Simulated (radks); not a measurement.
Values are calculated unless marked as measured or tabulated.
Task: Valence configurations of the manganese ion Mn3+ (all share [Ar]). Code: a radial shooting solver on a logarithmic mesh with Libxc functionals. Model: scalar-relativistic Kohn-Sham, r2SCAN, spin-polarised, spherical densities, finite nucleus; open shells are filled with parallel spins first; meta-GGA in the generalised Kohn-Sham scheme; Fermi nuclear charge, rms radius 3.7057 fm. Order these by energy: 3d2 4s1 4p1; 3d2 4p2; 3d1 4p3; 3d3 4p1; 3d4; 3d2 4s2; 3d3.5 4p0.5; 3d1.5 4s2 4p0.5; 3d3 4s1; 3d2.5 4s1 4p0.5.

Result: From the lowest, in eV above it: 3d4 0.000; 3d3.5 4p0.5 10.599; 3d3 4s1 14.763; 3d3 4p1 22.269; 3d2.5 4s1 4p0.5 27.374; 3d2 4s2 36.083; 3d2 4s1 4p1 41.269; 3d2 4p2 49.298; 3d1.5 4s2 4p0.5 51.662; 3d1 4p3 81.833. NIST lists [Ar] 3d4 as the ground configuration; this level of theory agrees among the configurations tried. The energies are those of spherical high-spin densities, not of single terms.
